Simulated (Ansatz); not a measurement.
Reaction (formal exchange of groups at a Ga–Cl bond): `[Cl][Ga]([Cl])[Br]` + `NCC1CO1` → `[NH2][Ga]([Cl])[Br]` + `ClCC1CO1`

Calculated with Ansatz (gas phase, PBE0-D4/def2-TZVP geometries, no zero-point term in ΔE). CCSD(T)/CBS adds triple-zeta CCSD(T) − MP2 to the extrapolated MP2 energy (def2 sets, frozen cores). DFT in def2-TZVPP. B3LYP here is the variant with VWN-RPA as its local correlation; programs differ in this. For Br, Ga outer-core shells are correlated without core-valence functions, which leaves a few kJ/mol of doubt a bond. Scalar relativity is left out up to krypton. Each species was taken in one conformer, which may not be the lowest.

```csv
level,ΔE (kJ/mol),difference from CCSD(T)/CBS
PBE-D4,53.4,7.3
r2SCAN-D4,53.9,7.8
PBE0-D4,56.6,10.5
B3LYP-D4,53.5,7.4
ωB97X-V,52.8,6.7
ωB97M-V,53.4,7.3
B2PLYP,51.5,5.4
PBE,53.7,7.6
r2SCAN,54.0,7.9
PBE0,56.9,10.8
B3LYP,54.1,8.0
HF/def2-TZVPP,63.8,17.7
MP2/def2-TZVPP,47.8,1.7
SCS-MP2/def2-TZVPP,48.5,2.4
CCSD/def2-TZVPP,52.2,6.1
CCSD(T)/def2-TZVPP,50.7,4.6
HF/def2-QZVPP,62.4,16.3
MP2/def2-QZVPP,44.7,-1.4
SCS-MP2/def2-QZVPP,45.7,-0.4
HF/CBS(def2),62.3,16.2
MP2/CBS(def2),43.2,-2.9
CCSD/CBS(def2),47.6,1.5
CCSD(T)/CBS,46.1,0
```

Largest T1 diagnostic among the species: 0.011.

From PBE to PBE0 (25 % exact exchange), in def2-TZVPP and without D4, ΔE moves by +3.2 kJ/mol. In def2-TZVPP, CCSD(T) changes the Hartree–Fock value by −13.1 kJ/mol (the triples alone add −1.5 kJ/mol) and MP2 by −16.0 kJ/mol.
